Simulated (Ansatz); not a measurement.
Species: C5H9O, net charge 0, doublet state. It need not be the lowest isomer of its formula. 
Structure (B3LYP-D3(BJ)/def2-TZVP (Ansatz, a first-principles code) minimum search):
```xyz
15

C      2.4421     0.5218    -0.5962
C      1.4996    -0.0706     0.4667
C      0.1409     0.5134     0.4021
C     -1.0253    -0.2522     0.0479
O     -0.9462    -1.4543    -0.2138
C     -2.3562     0.4719     0.0014
H      2.5273     1.6053    -0.4928
H      2.0748     0.3049    -1.6000
H      3.4405     0.0930    -0.4987
H      1.4265    -1.1511     0.3450
H      1.9272     0.1264     1.4575
H      0.0211     1.5748     0.5977
H     -2.3322     1.2693    -0.7455
H     -2.5768     0.9377     0.9648
H     -3.1458    -0.2322    -0.2498
```
Charge 0, spin multiplicity 2.

Parts of the frozen-core correlation energy in cc-pVDZ (Ansatz, hartree). Frozen orbitals: 6; correlated occupied orbitals by spin: 18 and 17; virtual: 105 and 106. UHF or UKS for open shells. Spin-orbit coupling is left out. No relativistic terms.

```csv
term,value
reference (HF),-269.43964
MP2 opposite-spin,?
MP2 same-spin,?
CCSD correlation,-0.91488
(T),?
T1 diagnostic,0.021
largest doubles amplitude,0.036
<S^2> of the reference,0.888
```

Q: Complete the blanks.

A: 
- MP2 opposite-spin, value: -0.63381
- MP2 same-spin, value: -0.20528
- (T), value: -0.02854
